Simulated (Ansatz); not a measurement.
Reaction (formal exchange of groups at the Si–C bond): `CC[SiH](F)[SiH3]` + `[SiH3]Cl` → `F[SiH]([SiH3])[SiH2]Cl` + ethane

Isolated molecules relaxed with PBE0-D4/def2-TZVP in Ansatz; ΔE leaves out vibrations. CBS: MP2 limit from def2 TZ/QZ plus the TZ coupled-cluster correction, frozen cores. This one scheme is used for every species. DFT in def2-TZVPP. B3LYP here is the variant with VWN-RPA as its local correlation; programs differ in this. Each species was taken in one conformer, which may not be the lowest.

CCSD(T)/CBS gives +2.5 kJ/mol.

Another level gave +1.3 kJ/mol. Which?
A. ωB97X-V/def2-TZVPP
B. B3LYP-D4/def2-TZVPP
C. MP2/def2-TZVPP
D. PBE0-D4/def2-TZVPP

A. ωB97X-V 1.3, PBE0-D4 -7.5, MP2/def2-TZVPP 9.2, B3LYP-D4 -3.1 kJ/mol.

Largest T1 diagnostic among the species: 0.012.

From PBE to PBE0 (25 % exact exchange), in def2-TZVPP and without D4, ΔE moves by +4.1 kJ/mol.
